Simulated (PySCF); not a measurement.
These are ωB97X-D3(BJ)/def2-TZVP // PBE0-D3(BJ)/def2-TZVP (PySCF 2.14.0) values and carry that method's errors. Isolated molecules, 0 K electronic values unless said otherwise. One relaxed conformer stands for a flexible species; it need not be the lowest. Delta-SCF ions had no search for a lower state. 

Reference species (SMILES): `OB(O)O` (neutral, multiplicity 1).

```yaml
vertical ionisation energy (Delta-SCF): 12.12 eV
S1 oscillator strength: 0.000
```

Changed species: `IB(I)I` (3 of 3 OH replaced by I; the reference has 0 of 3 OH replaced by I).

**Question.** What does the change do to the vertical ionisation energy (Delta-SCF) and S1 oscillator strength?

**Answer.** the vertical ionisation energy (Delta-SCF) drops by 2.45 eV, to 9.67 eV; the S1 oscillator strength is nearly the same.
